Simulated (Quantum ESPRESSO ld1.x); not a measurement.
Q: Pm51+, 10 electrons, occupied as [Ne]. Method: Dirac Kohn-Sham, PBE, spin-unpolarised, spherical densities, point nucleus; computed with ld1.x of Quantum ESPRESSO 7.5. Some entries of the table are withheld. Estimate them.

orbital,occ.,eigenvalue (hartree),<1/r> (bohr^-1)
1s1/2,2,(1),67.49
2s1/2,2,-400.973,(2)
2p1/2,2,(3),(4)
2p3/2,4,(5),(6)

A: 
(1) 1s1/2 eigenvalue (hartree): -1794.66
(2) 2s1/2 <1/r> (bohr^-1): 16.31
(3) 2p1/2 eigenvalue (hartree): -388.903
(4) 2p1/2 <1/r> (bohr^-1): 16.24
(5) 2p3/2 eigenvalue (hartree): -367.444
(6) 2p3/2 <1/r> (bohr^-1): 14.56
